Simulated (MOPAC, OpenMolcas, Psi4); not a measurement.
# B2NH2OF (SMILES OB1NB1F): methods side by side

The species is B2NH2OF (7 atoms), meant as a singlet with charge 0. As SMILES, `OB1NB1F`. The coordinates come from a PBE0-D4/def2-TZVP relaxation. This is one conformer, not always the lowest.

```xyz
7

O    -1.2767    0.1764    1.3081
B    -0.3790    0.1502    0.3042
N     0.6322   -0.7682   -0.0948
B     0.5870    0.3397   -0.9541
F     1.2500    0.7241   -2.0253
H    -1.8294    0.9602    1.2934
H     1.0772   -1.6504    0.1229
```

Quantity: the dipole moment, in D. The values are calculated.

```json
{"level": "MNDO", "kind": "semi-empirical", "program": "MOPAC", "value (D)": "1.34", "CPU time": "under 2 s"}
{"level": "PM7", "kind": "semi-empirical", "program": "MOPAC", "value (D)": "1.53", "CPU time": "under 2 s"}
{"level": "HF/def2-SVP", "kind": "Hartree–Fock", "program": "OpenMolcas", "value (D)": "1.18", "CPU time": "12 s"}
{"level": "SVWN5/def2-SVP", "kind": "LDA", "program": "OpenMolcas", "value (D)": "1.27", "CPU time": "37 s"}
{"level": "revPBE/def2-SVP", "kind": "GGA", "program": "OpenMolcas", "value (D)": "1.21", "CPU time": "48 s"}
{"level": "TPSS/def2-SVP", "kind": "meta-GGA", "program": "OpenMolcas", "value (D)": "1.21", "CPU time": "62 s"}
{"level": "PBE0/def2-SVP", "kind": "global hybrid", "program": "OpenMolcas", "value (D)": "1.22", "CPU time": "42 s"}
{"level": "wB97X-D/def2-SVP (density fitting)", "kind": "range-separated hybrid", "program": "Psi4", "value (D)": "1.21", "CPU time": "12 s"}
```

The values span 1.18 to 1.53 D. Magnitudes only. CPU times are rough (shared hosts, several kinds of processor): they show what a rung costs within a factor of a few.
